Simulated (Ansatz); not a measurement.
Reaction (atomization): `C=C[SiH](F)O[SiH3]` → 2 C• + F• + 7 H• + O• + 2 Si•

Computed with Ansatz on PBE0-D4/def2-TZVP structures; ΔE is electronic, products minus reactants. CCSD(T)/CBS adds triple-zeta CCSD(T) − MP2 to the extrapolated MP2 energy (def2 sets, frozen cores). This one scheme is used for every species, atoms too. Functionals use def2-TZVPP. Open shells (•) are unrestricted, without spin–orbit coupling. Spin–orbit coupling would lower the free atoms: a little for C, F, O, Si. Each species was taken in one conformer, which may not be the lowest.

`C=C[SiH](F)O[SiH3]`:

Cartesian coordinates in Å:
```
C 1.232 0.594 -1.920
C -0.092 0.713 -1.858
Si -1.057 0.282 -0.351
F -2.173 -0.795 -0.731
O -0.053 -0.358 0.749
Si 0.178 -0.891 2.280
H 1.807 0.220 -1.078
H 1.796 0.859 -2.810
H -0.621 1.094 -2.730
H -1.787 1.430 0.234
H -0.639 -0.091 3.229
H 1.616 -0.737 2.607
H -0.208 -2.321 2.379
```

CCSD(T)/CBS gives +52.72 eV.

Question: Another level gave +52.63 eV. Which?
A. r2SCAN/def2-TZVPP
B. PBE-QIDH/def2-TZVPP
C. B97M-V/def2-TZVPP
D. r2SCAN0-D4/def2-TZVPP

Answer: C. B97M-V 52.63, r2SCAN0-D4 51.83, r2SCAN 52.49, PBE-QIDH 52.05 eV.

Largest T1 diagnostic among the species: 0.012.

Leaving LDA and LC-ωPBE aside and taking each functional with its dispersion term where it has one, the values, not all of them listed here, spread over 1.53 eV, from BHLYP-D4 to PBE-D4. LDA lies +6.53 eV from PBE without D4, its usual overbinding. From BLYP to BHLYP (50 % exact exchange), in def2-TZVPP and without D4, ΔE moves by −0.70 eV: exact exchange takes away binding that semilocal exchange gives to molecules. In def2-TZVPP, CCSD(T) changes the Hartree–Fock value by +11.62 eV (the triples alone add +0.66 eV) and MP2 by +12.50 eV; breaking electron pairs costs correlation energy, which Hartree–Fock lacks.

For atomizations the MP2-based limit and the directly extrapolated one differ by several kJ/mol either way, and by 10 to 25 for some Ge, Se and Sn compounds, so smaller differences from it don't rank the levels.
